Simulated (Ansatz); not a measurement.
Reaction (atomization): `CB(N)F` → B• + C• + F• + 5 H• + N•

Gas-phase electronic energies from Ansatz, PBE0-D4/def2-TZVP geometries. CBS: MP2 limit from def2 TZ/QZ plus the TZ coupled-cluster correction, frozen cores. This one scheme is used for every species, atoms too. DFT in def2-TZVPP. No spin–orbit coupling; open shells (•) take unrestricted orbitals. Spin–orbit coupling would lower the free atoms: a little for B, C, F. Each species was taken in one conformer, which may not be the lowest.

`CB(N)F`:

Cartesian coordinates in Å:
```
C 0.218 0.915 0.732
B -0.458 -0.297 0.005
N 0.124 -1.016 -1.041
F -1.686 -0.684 0.403
H -0.409 1.808 0.640
H 1.212 1.158 0.351
H 0.304 0.712 1.804
H -0.339 -1.790 -1.486
H 1.033 -0.806 -1.408
```

```
         level  ΔE (kcal/mol)
     revPBE-D4          862.7
    r2SCAN0-D4          857.0
       r2SCANh          863.7
MP2/def2-QZVPP          872.6
```

Problem. What does CCSD(T)/CBS give? (Estimate.)

Solution. Computed: +865.4 kcal/mol. The listed levels differ from it by -2.7, -8.4, -1.7, 7.2 kcal/mol.

Largest T1 diagnostic among the species: 0.014.

Leaving LDA and LC-ωPBE aside and taking each functional with its dispersion term where it has one, the values, not all of them listed here, spread over 38.7 kcal/mol, from BHLYP-D4 to PBE-D4. LDA lies +105.4 kcal/mol from PBE without D4, its usual overbinding. From PBE to PBE0 (25 % exact exchange), in def2-TZVPP and without D4, ΔE moves by −15.1 kcal/mol: exact exchange takes away binding that semilocal exchange gives to molecules. In def2-TZVPP, CCSD(T) changes the Hartree–Fock value by +195.1 kcal/mol (the triples alone add +10.7 kcal/mol) and MP2 by +210.8 kcal/mol; breaking electron pairs costs correlation energy, which Hartree–Fock lacks.

For atomizations the MP2-based limit and the directly extrapolated one differ by several kJ/mol either way, and by 10 to 25 for some Ge, Se and Sn compounds, so smaller differences from it don't rank the levels.
